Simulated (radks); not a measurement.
Problem. All-electron atom: Gd21+ in [Kr] 4d7. All-electron calculation, Dirac Kohn-Sham, LB94 model potential, spin-unpolarised, spherical densities, finite nucleus; open shells fill j = l - 1/2 first; Fermi nuclear charge, rms radius 5.1569 fm. Program: a radial shooting solver on a logarithmic mesh with Libxc functionals.

Spin-orbit splittings of the eigenvalues, e(l+1/2) - e(l-1/2), with zeta = 2 splitting/(2l+1) and mean radii in bohr:

| shell | occ. | splitting (eV) | zeta (eV) | <r> j=l-1/2 | <r> j=l+1/2 |
|---|---|---|---|---|---|
| 2p | 6 | 702.1 | 468.1 | 0.07726 | 0.08410 |
| 3p | 6 | ? | ? | 0.2324 | 0.2451 |
| 3d | 10 | 31.67 | 12.67 | 0.2171 | 0.2211 |
| 4p | 6 | 37.17 | 24.78 | 0.5317 | 0.5552 |
| 4d | 7 | 7.515 | 3.006 | 0.5619 | 0.5689 |

Estimate the 3p splitting.

Solution. 144.6 eV (zeta = 96.43 eV).
